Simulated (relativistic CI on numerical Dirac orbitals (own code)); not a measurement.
Inner-shell lines of Rh33+

Computed by Dirac-Coulomb-Breit CI, orbitals from a KLI potential per configuration, model QED (radiative potential, 1s self-energy scaled to tabulated hydrogen-like ionisation energies), unscaled Slater integrals (own radial code, finite nucleus).

CI space (outside the closed core 1s2 2p6): 2s2.3s2, 2s.3s2.3p, 2s.3s2.4p, 2s2.3s.3p, 2s.3s.3p2, 2s.3s.3p.4p. Levels of other configurations are missing.

The table holds the strongest lines. The upper levels have an inner-shell vacancy. Auger decay, open to those above the ionisation limit, is not computed, and radiative decays to configurations outside the model are missing too. Absolute energies can be off by a few tenths of a per cent, so close lines can change order. LS names give the leading component, which can be well under half, for lower levels too. Brackets number the levels in order of energy.

```
E (eV)                  Upper                Lower   A (s⁻¹)  gA (s⁻¹)
3203.1    2s.3s.3p2 5P_1 [10]  2s2.3s.3p 3P°_1 [3]  1.46e+13  4.38e+13
3206.8    2s.3s.3p2 5P_3 [13]  2s2.3s.3p 3P°_2 [4]  1.67e+13  1.17e+14
3209.3    2s.3s.3p2 1D_2 [17]  2s2.3s.3p 1P°_1 [5]  2.07e+13  1.04e+14
3209.9    2s.3s.3p2 3P_1 [14]  2s2.3s.3p 3P°_2 [4]  3.37e+13  1.01e+14
3212.4    2s.3s.3p2 3P_1 [19]  2s2.3s.3p 1P°_1 [5]  1.79e+13  5.37e+13
3212.4    2s.3s2.3p 3P°_1 [7]     2s2.3s2 1S_0 [1]  2.95e+13  8.85e+13
3218.9    2s.3s.3p2 3P_2 [15]  2s2.3s.3p 3P°_2 [4]  2.98e+13  1.49e+14
3220.7    2s.3s.3p2 3P_0 [11]  2s2.3s.3p 3P°_1 [3]  9.81e+13  9.81e+13
3231.0    2s.3s.3p2 1D_2 [21]  2s2.3s.3p 1P°_1 [5]  1.79e+13  8.97e+13
3234.5    2s.3s.3p2 1D_2 [17]  2s2.3s.3p 3P°_2 [4]  2.22e+13  1.11e+14
3239.9    2s.3s.3p2 3P_1 [14]  2s2.3s.3p 3P°_1 [3]  2.25e+13  6.75e+13
3244.9    2s.3s.3p2 3D_3 [20]  2s2.3s.3p 3P°_2 [4]  3.38e+13  2.37e+14
3246.0    2s.3s.3p2 3P_1 [14]  2s2.3s.3p 3P°_0 [2]  5.55e+13  1.66e+14
3249.0    2s.3s.3p2 3P_2 [15]  2s2.3s.3p 3P°_1 [3]  6.52e+13  3.26e+14
3251.1    2s.3s.3p2 1P_1 [23]  2s2.3s.3p 1P°_1 [5]  1.01e+14  3.04e+14
3251.6    2s.3s2.3p 1P°_1 [9]     2s2.3s2 1S_0 [1]  6.77e+13  2.03e+14
3256.3    2s.3s.3p2 1D_2 [21]  2s2.3s.3p 3P°_2 [4]  5.47e+13  2.74e+14
3258.5    2s.3s.3p2 3D_1 [16]  2s2.3s.3p 3P°_1 [3]  3.71e+13  1.11e+14
3269.4    2s.3s.3p2 3S_1 [22]  2s2.3s.3p 3P°_2 [4]  3.71e+13  1.11e+14
4129.7  2s.3s.3p.4p 5D_2 [32]  2s2.3s.3p 3P°_1 [3]  9.64e+12  4.82e+13
4134.1  2s.3s.3p.4p 5P_3 [45]  2s2.3s.3p 3P°_2 [4]  9.30e+12  6.51e+13
4142.1  2s.3s.3p.4p 3D_2 [59]  2s2.3s.3p 1P°_1 [5]  8.17e+12  4.08e+13
4145.3  2s.3s.3p.4p 3D_1 [36]  2s2.3s.3p 3P°_1 [3]  1.26e+13  3.79e+13
4146.0  2s.3s.3p.4p 3P_2 [48]  2s2.3s.3p 3P°_2 [4]  1.49e+13  7.44e+13
4148.8  2s.3s.3p.4p 3D_1 [35]  2s2.3s.3p 3P°_0 [2]  2.49e+13  7.47e+13
4149.0  2s.3s.3p.4p 3D_2 [39]  2s2.3s.3p 3P°_1 [3]  1.75e+13  8.74e+13
4149.4  2s.3s.3p.4p 3D_3 [50]  2s2.3s.3p 3P°_2 [4]  1.97e+13  1.38e+14
4149.6  2s.3s.3p.4p 3D_1 [40]  2s2.3s.3p 3P°_1 [3]  1.70e+13  5.09e+13
4150.6  2s.3s.3p.4p 3D_2 [60]  2s2.3s.3p 1P°_1 [5]  1.25e+13  6.27e+13
4152.0  2s.3s.3p.4p 3S_1 [51]  2s2.3s.3p 3P°_2 [4]  2.95e+13  8.86e+13
4156.7  2s.3s.3p.4p 3S_1 [63]  2s2.3s.3p 1P°_1 [5]  1.32e+13  3.97e+13
4157.3  2s.3s.3p.4p 3D_3 [52]  2s2.3s.3p 3P°_2 [4]  7.69e+12  5.38e+13
4157.6  2s.3s.3p.4p 3P_2 [64]  2s2.3s.3p 1P°_1 [5]  1.21e+13  6.05e+13
4159.0   2s.3s2.4p 1P°_1 [29]     2s2.3s2 1S_0 [1]  2.79e+13  8.37e+13
4160.3  2s.3s.3p.4p 3P_2 [54]  2s2.3s.3p 3P°_2 [4]  9.69e+12  4.85e+13
```
